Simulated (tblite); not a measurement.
A geometry optimisation, step by step.

C10H11S (charge -1).
SMILES with atom numbers: `[CH:1]#[C:2][C@@H:3]1[C@H:4](/[CH:5]=[CH:6]/[S-:7])[C@H:8]1[C:9](=[CH2:10])[CH3:11]` (hydrogens: H12 on C1; H13 on C3; H14 on C4; H15 on C5; H16 on C6; H17 on C8; H18, H19 on C10; H20, H21, H22 on C11)
Bond orders are those of one Lewis drawing.

Computed with GFN2-xTB (tblite), gas phase: L-BFGS steps from a force-field or distance-geometry start until the largest atomic force falls under 0.01 eV/Å. 4 of its 182 geometries are shown.

Step 0: E = -825.5287 eV, largest atomic force 2.362 eV/Å
```
atom  x, y, z in Å  |  force x, y, z in eV/Å
C1     -1.592    2.616   -2.069   -1.177   1.798  -0.494
C2     -0.989    1.637   -1.780    1.111  -1.988   0.626
C3     -0.245    0.446   -1.402   -0.682   1.186  -0.068
C4     -0.792   -0.534   -0.413   -0.161  -0.096   0.847
C5     -2.085   -0.366    0.278   -1.179   0.576  -0.805
C6     -2.362   -0.723    1.535    0.159  -0.279   0.747
S7     -3.833   -0.585    2.411    0.399   0.006  -0.399
C8      0.352    0.386   -0.014    0.075  -0.615  -0.346
C9      1.700   -0.192    0.183    0.892   0.171   0.082
C10     2.777    0.202   -0.503   -0.341  -0.060   0.091
C11     1.811   -1.213    1.282    0.429   0.098   0.350
H12    -2.171    3.484   -2.304    0.437  -0.592   0.130
H13     0.312    0.016   -2.210    0.372  -0.060  -0.345
H14    -0.560   -1.585   -0.609    0.312   0.152  -0.029
H15    -2.896    0.079   -0.311    0.278  -0.059   0.104
H16    -1.538   -1.164    2.110   -0.070  -0.020   0.068
H17     0.111    1.190    0.677   -0.117  -0.125  -0.136
H18     3.760   -0.225   -0.315   -0.281   0.145  -0.120
H19     2.706    0.968   -1.270    0.069  -0.257   0.183
H20     2.859   -1.498    1.474   -0.350   0.116  -0.188
H21     1.256   -2.113    1.031   -0.119   0.013   0.018
H22     1.409   -0.808    2.220   -0.056  -0.111  -0.316
```

Step 60: E = -825.8413 eV, largest atomic force 0.152 eV/Å
```
atom  x, y, z in Å  |  force x, y, z in eV/Å
C1     -1.609    2.704   -1.908    0.009  -0.031  -0.008
C2     -0.983    1.723   -1.612   -0.001   0.015  -0.024
C3     -0.254    0.542   -1.293   -0.039   0.047   0.023
C4     -0.791   -0.433   -0.254   -0.027  -0.051   0.064
C5     -2.046   -0.217    0.467    0.024   0.004  -0.150
C6     -2.732   -1.191    1.101   -0.106  -0.035  -0.009
S7     -4.211   -0.992    1.913    0.072  -0.001  -0.002
C8      0.452    0.412    0.038    0.028   0.084  -0.091
C9      1.798   -0.182    0.158   -0.063  -0.014  -0.005
C10     2.691   -0.304   -0.821   -0.007  -0.002   0.027
C11     2.095   -0.715    1.528   -0.017  -0.008   0.052
H12    -2.184    3.544   -2.167    0.059  -0.036   0.047
H13     0.253    0.107   -2.152   -0.073   0.005   0.061
H14    -0.592   -1.476   -0.475    0.092  -0.107   0.007
H15    -2.454    0.783    0.457    0.056   0.096   0.065
H16    -2.345   -2.212    1.105    0.089   0.023  -0.046
H17     0.274    1.209    0.756   -0.036  -0.030  -0.056
H18     3.661   -0.736   -0.631   -0.039  -0.066  -0.069
H19     2.510    0.028   -1.826   -0.018   0.089  -0.073
H20     3.143   -0.986    1.637    0.022  -0.005   0.006
H21     1.483   -1.602    1.690   -0.012  -0.004   0.092
H22     1.830    0.015    2.287   -0.012   0.026   0.091
```

Step 121: E = -825.9303 eV, largest atomic force 0.098 eV/Å
```
atom  x, y, z in Å  |  force x, y, z in eV/Å
C1     -1.581    2.848   -1.665    0.050  -0.046   0.056
C2     -0.964    1.840   -1.460   -0.056   0.019  -0.028
C3     -0.253    0.626   -1.256    0.030  -0.015   0.022
C4     -0.799   -0.446   -0.326   -0.009  -0.006  -0.011
C5     -2.053   -0.324    0.402   -0.004   0.006  -0.020
C6     -2.796   -1.398    0.749    0.006  -0.010   0.004
S7     -4.227   -1.383    1.654    0.005   0.008  -0.036
C8      0.431    0.383    0.075    0.012  -0.012  -0.002
C9      1.749   -0.247    0.201    0.050   0.041  -0.034
C10     2.434   -0.825   -0.790   -0.034   0.014   0.064
C11     2.302   -0.226    1.601   -0.041   0.046   0.052
H12    -2.132    3.728   -1.812   -0.001   0.021  -0.014
H13     0.270    0.281   -2.142   -0.021   0.008  -0.005
H14    -0.565   -1.462   -0.633    0.009   0.000  -0.025
H15    -2.374    0.669    0.689    0.031  -0.021   0.008
H16    -2.454   -2.385    0.425   -0.005   0.003   0.038
H17     0.216    1.123    0.840    0.024  -0.009  -0.014
H18     3.383   -1.304   -0.610   -0.020   0.003   0.005
H19     2.093   -0.845   -1.811   -0.048  -0.013   0.006
H20     3.173   -0.873    1.691   -0.017   0.007   0.002
H21     1.539   -0.552    2.311    0.070   0.012  -0.067
H22     2.598    0.791    1.871   -0.032  -0.056  -0.003
```

Step 181: E = -825.9512 eV, largest atomic force 0.009 eV/Å
```
atom  x, y, z in Å  |  force x, y, z in eV/Å
C1     -1.503    2.923   -1.497    0.001  -0.002  -0.001
C2     -0.935    1.873   -1.378    0.003  -0.004   0.004
C3     -0.241    0.641   -1.226   -0.001  -0.001   0.004
C4     -0.809   -0.471   -0.364    0.001   0.002  -0.001
C5     -2.090   -0.375    0.319    0.004   0.004  -0.005
C6     -2.828   -1.460    0.641   -0.002   0.000  -0.004
S7     -4.313   -1.458    1.453    0.000   0.002  -0.001
C8      0.406    0.339    0.116   -0.001   0.000   0.001
C9      1.730   -0.272    0.231    0.000  -0.004   0.000
C10     2.293   -1.047   -0.700   -0.003   0.003   0.004
C11     2.423   -0.009    1.540   -0.001  -0.002  -0.001
H12    -2.026    3.825   -1.604    0.000  -0.004  -0.001
H13     0.316    0.346   -2.110   -0.004   0.001   0.005
H14    -0.559   -1.472   -0.704   -0.002   0.003   0.000
H15    -2.439    0.613    0.588    0.001  -0.005   0.002
H16    -2.450   -2.446    0.356    0.000   0.002   0.000
H17     0.175    1.056    0.896   -0.001   0.000  -0.001
H18     3.258   -1.502   -0.547   -0.001   0.002   0.000
H19     1.815   -1.268   -1.638    0.001   0.002   0.000
H20     3.388   -0.510    1.583   -0.004   0.003  -0.001
H21     1.804   -0.367    2.363    0.006   0.006  -0.004
H22     2.577    1.062    1.681    0.001  -0.006  -0.002
```

Question: Summarise the path.

Answer: The energy falls by 9.74 kcal/mol from step 0 to step 181; nine tenths of that is first reached at step 106. It rises by more than 0.2 meV at steps 1, 41, 53 and 118. The largest force goes from 2.362 to 0.009 eV/Å. Among the bonds C2–C3 changes most, from 1.454 to 1.422 Å; the atoms move by 1.261 Å rms after alignment.

Question: Follow the three bonds and two angles with the largest change from start to end.

Answer: 
```csv
step,E above end (kcal/mol),largest force (eV/Å),C2–C3 (Å),C6–S7 (Å),C1–H12 (Å),C8–C4–H14 (°),C4–C5–C6 (°)
0,9.74,2.362,1.454,1.717,1.070,117.9,126.3
8,6.70,0.091,1.424,1.701,1.050,114.2,122.2
16,6.59,0.056,1.425,1.700,1.050,114.5,121.6
24,6.51,0.063,1.425,1.699,1.050,114.6,121.5
31,6.36,0.061,1.422,1.697,1.048,114.4,121.7
39,6.03,0.168,1.425,1.694,1.048,115.0,122.4
47,4.99,0.261,1.423,1.697,1.046,113.9,124.1
55,3.45,0.257,1.424,1.699,1.049,113.6,124.8
63,2.17,0.154,1.421,1.695,1.047,115.1,123.6
71,1.58,0.075,1.421,1.694,1.048,114.5,122.4
79,1.48,0.074,1.420,1.694,1.047,114.7,122.9
87,1.38,0.058,1.421,1.693,1.048,114.2,123.2
94,1.20,0.070,1.421,1.694,1.049,114.6,123.3
102,1.05,0.065,1.421,1.693,1.049,115.2,123.4
110,0.88,0.073,1.421,1.693,1.049,114.7,123.1
118,0.73,0.404,1.422,1.692,1.050,113.3,121.9
126,0.36,0.069,1.422,1.692,1.049,113.8,122.3
134,0.29,0.043,1.422,1.693,1.049,113.6,122.8
142,0.23,0.039,1.423,1.693,1.049,113.4,123.0
150,0.14,0.059,1.422,1.694,1.049,113.8,122.8
157,0.06,0.053,1.420,1.694,1.048,113.7,122.6
165,0.02,0.027,1.421,1.693,1.049,113.8,122.6
173,0.01,0.019,1.421,1.693,1.049,113.7,122.6
181,0.00,0.009,1.422,1.693,1.049,113.7,122.7
```

The cost below is that of the whole relaxation. Hardware: an Arm Neoverse V1 with one thread, no GPU, shared host with 32 logical CPUs at a one-minute load of 9.3. Cost: 1.9 s.
